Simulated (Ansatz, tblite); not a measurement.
Cost and result up the ladder for Na₂Li₅⁻ (7 atoms). The state is a singlet with charge -1. Geometry: PBE/def2-TZVPD.

Cartesian coordinates in Å:
```
Li 0.325 1.761 -1.070
Li -1.623 -0.417 -1.256
Li 0.054 -0.114 1.228
Li 2.668 0.808 0.721
Li 1.242 -0.976 -1.366
Na -0.486 -3.011 0.621
Na -2.180 1.948 1.121
```

Ansatz on 2 threads of Arm Neoverse V1 on a shared host; xTB runs through tblite on one thread. Times are rough, summed over both states, and most runs start from the orbitals of an earlier one. No level here is sound enough to serve as a yardstick. The other state is a doublet.

The xTB rows come from tblite. The structure comes from a short search, and lower isomers may exist.

Raw xTB energies of ions are shifted by several eV.

| level | functions | vertical IE (eV) | remarks |
| --- | --- | --- | --- |
| GFN2-xTB | 28 | 3.45 | – |
| PBE/def2-TZVPD | 155 | 1.05 | HOMO above zero (-1 singlet), restricted SCF unstable in HF (-1 singlet) |
| r2SCAN/def2-TZVPD | 155 | 0.92 | HOMO above zero (-1 singlet), restricted SCF unstable in HF (-1 singlet), spin-contaminated (⟨S²⟩ 0.84) (doublet) |
| PBE0/def2-TZVPD | 155 | 0.97 | restricted SCF unstable in HF (-1 singlet) |

Task: Estimate how long each takes.

Result: GFN2-xTB 0.011 s; PBE/def2-TZVPD 11 s; PBE0/def2-TZVPD 16 s; r2SCAN/def2-TZVPD 48 s. On shared hardware such times vary by a factor of up to 3.
